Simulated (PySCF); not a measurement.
How methods differ on the excitation energy of Mg⁺

Mg⁺ [Ne] 3s1 (2S) → Mg⁺ [Ne] 3p1 (2P), as a difference of total energies. Computed with PySCF 2.14 in dyall-av3z (20s13p6d4f, 117 functions), with the spin-free X2C one-electron Hamiltonian (Gaussian nucleus). The calculations carry no spin-orbit coupling.

```tsv
method	excitation energy (eV)	error (eV)
UHF	4.297	-0.133
LDA	4.223	-0.207
PBE	4.071	-0.359
PBE0	4.132	-0.298
r2SCAN	4.047	-0.383
M06-2X	4.301	-0.129
BHandHLYP	4.318	-0.112
LC-wPBE	4.275	-0.155
```

Reference: 4.43 eV (measured; NIST levels, between the centres of gravity of the two terms).
